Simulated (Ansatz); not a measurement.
Gas-phase reaction in SMILES: CC[O][GeH3] [ethoxygermane] -> C[CH][O][GeH3] + H atom (the C-H bond at the site shown breaks; other sites are not compared here)
Geometries: B3LYP-D3(BJ)/def2-TZVP minima from Ansatz (a program for electronic structure), one conformer each, not searched for the lowest.

Quantity: bond dissociation energy (electronic energy difference), in kcal/mol. Correlated levels leave the core frozen unless marked. UHF or UKS for open shells. Spin-orbit coupling is left out. Frozen are the shells of the preceding noble gas and the d and f shells that filled before the atom's block. No relativistic terms. CBS(X,Y): correlation extrapolated as X^-3; Hartree-Fock from the larger set.

CCSD(T)/CBS(cc-pVTZ,cc-pVQZ) (Ansatz) gives 101.8 kcal/mol.

Q: Another calculation gave 95.3 kcal/mol. Which level was it?
A) SVWN5/def2-TZVPD (Ansatz)
B) CAM-B3LYP/def2-TZVPD (Ansatz)
C) BLYP/def2-TZVPD (Ansatz)

A: C, BLYP/def2-TZVPD (Ansatz). The others give 98.2 (CAM-B3LYP), 105.4 (SVWN5) kcal/mol.
